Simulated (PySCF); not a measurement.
# Basis and Hamiltonian dependence of the ionisation energy of F²⁺

F²⁺ [He] 2s2 2p3 (4S) → F³⁺ [He] 2s2 2p2 (3P). Calculated with PySCF 2.14 from differences of total energies of unrestricted determinants, without spin-orbit coupling. Values in eV.

```json
{"basis": "cc-pVDZ-DK", "Hamiltonian": "spin-free X2C", "functions": "14", "UHF": "62.220", "r2SCAN": "n/a", "PBE0": "n/a", "MP2 (valence)": "62.512", "CCSD(T) (valence)": "62.258", "CCSD(T) (valence and next inner shell)": "n/a"}
{"basis": "ANO-RCC-VTZP", "Hamiltonian": "spin-free X2C", "functions": "30", "UHF": "62.221", "r2SCAN": "63.163", "PBE0": "62.926", "MP2 (valence)": "62.783", "CCSD(T) (valence)": "62.563", "CCSD(T) (valence and next inner shell)": "62.578"}
{"basis": "pcseg-2", "Hamiltonian": "non-relativistic", "functions": "30", "UHF": "62.286", "r2SCAN": "n/a", "PBE0": "n/a", "MP2 (valence)": "62.825", "CCSD(T) (valence)": "62.603", "CCSD(T) (valence and next inner shell)": "n/a"}
{"basis": "x2c-TZVPPall with one added diffuse shell each of s, p, d type", "Hamiltonian": "spin-free X2C", "functions": "40", "UHF": "62.247", "r2SCAN": "63.166", "PBE0": "62.926", "MP2 (valence)": "62.816", "CCSD(T) (valence)": "62.598", "CCSD(T) (valence and next inner shell)": "62.616"}
{"basis": "aug-cc-pwCVTZ", "Hamiltonian": "non-relativistic", "functions": "59", "UHF": "62.229", "r2SCAN": "63.147", "PBE0": "62.907", "MP2 (valence)": "62.828", "CCSD(T) (valence)": "62.607", "CCSD(T) (valence and next inner shell)": "62.660"}
{"basis": "aug-cc-pVTZ with one added diffuse shell each of s, p, d, f type", "Hamiltonian": "non-relativistic", "functions": "62", "UHF": "62.243", "r2SCAN": "63.157", "PBE0": "62.913", "MP2 (valence)": "62.826", "CCSD(T) (valence)": "62.605", "CCSD(T) (valence and next inner shell)": "n/a"}
{"basis": "def2-QZVPPD", "Hamiltonian": "non-relativistic", "functions": "66", "UHF": "62.261", "r2SCAN": "63.170", "PBE0": "62.938", "MP2 (valence)": "62.896", "CCSD(T) (valence)": "62.672", "CCSD(T) (valence and next inner shell)": "62.708"}
{"basis": "dyall-av3z", "Hamiltonian": "non-relativistic", "functions": "71", "UHF": "62.259", "r2SCAN": "63.177", "PBE0": "62.936", "MP2 (valence)": "62.850", "CCSD(T) (valence)": "62.629", "CCSD(T) (valence and next inner shell)": "n/a"}
{"basis": "aug-cc-pCVTZ-DK with one added diffuse shell each of s, p, d, f type", "Hamiltonian": "spin-free X2C", "functions": "75", "UHF": "62.226", "r2SCAN": "63.148", "PBE0": "62.906", "MP2 (valence)": "62.823", "CCSD(T) (valence)": "62.604", "CCSD(T) (valence and next inner shell)": "62.654"}
{"basis": "aug-cc-pVQZ-DK", "Hamiltonian": "spin-free X2C", "functions": "80", "UHF": "62.248", "r2SCAN": "63.164", "PBE0": "62.921", "MP2 (valence)": "62.887", "CCSD(T) (valence)": "62.666", "CCSD(T) (valence and next inner shell)": "n/a"}
{"basis": "aug-cc-pVQZ", "Hamiltonian": "non-relativistic", "functions": "80", "UHF": "62.256", "r2SCAN": "63.172", "PBE0": "62.929", "MP2 (valence)": "62.895", "CCSD(T) (valence)": "62.671", "CCSD(T) (valence and next inner shell)": "n/a"}
{"basis": "aug-cc-pVQZ with one added diffuse shell each of s, p, d, f, g type", "Hamiltonian": "non-relativistic", "functions": "105", "UHF": "62.257", "r2SCAN": "63.172", "PBE0": "62.929", "MP2 (valence)": "62.896", "CCSD(T) (valence)": "n/a", "CCSD(T) (valence and next inner shell)": "n/a"}
{"basis": "aug-cc-pwCVQZ", "Hamiltonian": "non-relativistic", "functions": "109", "UHF": "62.255", "r2SCAN": "63.172", "PBE0": "62.930", "MP2 (valence)": "62.903", "CCSD(T) (valence)": "n/a", "CCSD(T) (valence and next inner shell)": "62.740"}
```

Q: Estimate the row for cc-pVDZ (non-relativistic, 14 functions).

A: From the rows with the same Hamiltonian and similar size; the calculation gives UHF 62.23; MP2 (valence) 62.52; CCSD(T) (valence) 62.27 (eV).

Extrapolation of CCSD(T) (valence and next inner shell) from aug-cc-pwCVTZ and aug-cc-pwCVQZ: the correlation parts are 0.431 and 0.485 eV; with the X⁻³ form and unrounded values, (4³ × 0.485 − 3³ × 0.431)/(4³ − 3³) = 0.524 eV, and adding the Hartree-Fock value 62.255 eV of the larger basis gives 62.779 eV.

Frozen in the all-electron rows: valence: 1s2; valence and next inner shell: nothing.

Between the lowest levels the reference is 62.708 eV (semi-empirical (NIST evaluation); NIST Atomic Spectra Database, ionization energies); it includes spin-orbit coupling, which these numbers lack.
